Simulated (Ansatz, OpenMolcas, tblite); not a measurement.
## How methods differ on SiAsNH6 (SMILES N[AsH][SiH3])

SiAsNH6: 9 atoms, total charge 0, spin state singlet. SMILES: `N[AsH][SiH3]`. The shape is that of a PBE0-D4/def2-TZVP optimisation. This is one conformer, not always the lowest.

Each level gives the HOMO–LUMO gap (eV). The values are calculated.

```csv
level,kind,program,value (eV),CPU time
GFN2-xTB,semi-empirical,tblite,4.43,under 2 s
HF/def2-SVP,Hartree–Fock,Ansatz,12.87,8.4 s
SVWN5/def2-SVP,LDA,OpenMolcas,4.77,26 s
BLYP/def2-SVP,GGA,OpenMolcas,4.82,34 s
TPSS/def2-SVP,meta-GGA,OpenMolcas,5.12,47 s
r2SCAN/def2-SVP,meta-GGA,OpenMolcas,5.43,47 s
M06-2X/def2-SVP,hybrid meta-GGA,OpenMolcas,8.92,42 s
B2PLYP/def2-SVP,double hybrid,OpenMolcas,9.22,22 s
```

All-electron rows without a relativistic Hamiltonian named are non-relativistic. The values span 4.43 to 12.87 eV. Orbital gaps aren't excitation energies, and those of double hybrids come from the SCF part alone; they tend to grow with the share of exact exchange. Times are those of the runs behind each value, whatever else they computed, on shared processors of several kinds: orders of magnitude only.
